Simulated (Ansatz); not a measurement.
`OCCN[SiH3]` + `OC1=CC1` → `[SiH3]OC1=CC1` + `NCCO`  (ligand exchange at the Si–N bond)

Gas-phase electronic energies from Ansatz, PBE0-D4/def2-TZVP geometries. CBS: MP2 limit from def2 TZ/QZ plus the TZ coupled-cluster correction, frozen cores. This one scheme is used for every species. DFT in def2-TZVPP. B3LYP here is the variant with VWN-RPA as its local correlation; programs differ in this. One conformer a species, not always the lowest.

`OCCN[SiH3]`:

Z-matrix (Å, degrees):
```
C
C 1 1.514
O 1 1.415 2 111.7
H 1 1.092 2 109.6 3 116.9
H 1 1.098 2 110.0 3 -124.1
N 2 1.443 1 110.7 3 -58.3
H 2 1.104 1 108.7 3 65.8
H 2 1.096 1 108.8 3 -178.7
H 3 0.961 1 108.3 2 -69.1
Si 6 1.713 2 124.2 1 -161.4
H 6 1.010 2 111.9 1 43.2
H 10 1.489 6 108.8 2 54.2
H 10 1.496 6 115.1 2 -65.2
H 10 1.485 6 107.6 2 174.2
```

`OC1=CC1`:

Cartesian coordinates in Å:
```
O 0.856 1.632 0.162
C 0.270 0.444 0.247
C -0.100 -0.547 0.976
C -0.408 -0.619 -0.518
H 0.836 1.920 -0.755
H -0.193 -1.066 1.912
H 0.174 -1.289 -1.157
H -1.435 -0.474 -0.865
```

`[SiH3]OC1=CC1`:

Z-matrix (Å, degrees):
```
Si
O 1 1.672
H 1 1.478 2 104.4
H 1 1.483 2 110.2 3 119.3
H 1 1.483 2 110.2 3 -119.3
C 2 1.324 1 121.2 3 -180.0
C 6 1.481 2 144.1 1 0.0
C 6 1.285 2 149.2 1 -180.0
H 7 1.093 6 120.2 2 -75.1
H 7 1.093 6 120.2 2 75.1
H 8 1.074 6 153.2 2 -0.0
```

`NCCO`:

Z-matrix (Å, degrees):
```
C
C 1 1.507
N 1 1.452 2 109.8
H 1 1.102 2 108.1 3 125.1
H 1 1.095 2 108.2 3 -119.0
O 2 1.418 1 107.7 3 -64.9
H 2 1.098 1 109.7 3 174.4
H 2 1.097 1 109.0 3 55.4
H 3 1.013 1 108.8 2 58.0
H 3 1.012 1 110.8 2 175.8
H 6 0.959 2 108.8 1 167.1
```

```csv
level,ΔE (kJ/mol)
r2SCAN,-34.5
B3LYP,-37.2
```

(1) What does CCSD(T)/CBS give? (Estimate.)

Largest T1 diagnostic among the species: 0.012.

Answers

(1) The calculation gave: -38.6 kJ/mol. The listed levels differ from it by 4.1, 1.4 kJ/mol.

In def2-TZVPP, CCSD(T) changes the Hartree–Fock value by +7.4 kJ/mol (the triples alone add +1.0 kJ/mol) and MP2 by +6.9 kJ/mol.
